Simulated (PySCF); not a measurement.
The PySCF input:
```python
from pyscf import gto, scf, dft

mol = gto.Mole()
mol.atom = '''
    F    -0.000000   -0.000000   -0.646774
    F     0.000000    0.000000    0.646774
'''
mol.basis = '6-311g**'
mol.charge = 1
mol.spin = 1
mol.verbose = 4
mol.build()

mf = dft.UKS(mol)
mf.xc = 'm062x'
mf.kernel()
mf.analyze()
```

### Question
What does this run give for the HOMO energy, total energy, <S^2>, nuclear repulsion energy, number of basis functions?

### Answer

```json
{
  "HOMO energy": "-26.73 eV",
  "total_energy": "-198.9011 Eh",
  "<S^2>": "0.754",
  "nuclear_repulsion_energy": "33.1363 Eh",
  "number_of_basis_functions": "36"
}
```

These values belong to the state on which the SCF converged, which isn't shown to be the lowest.
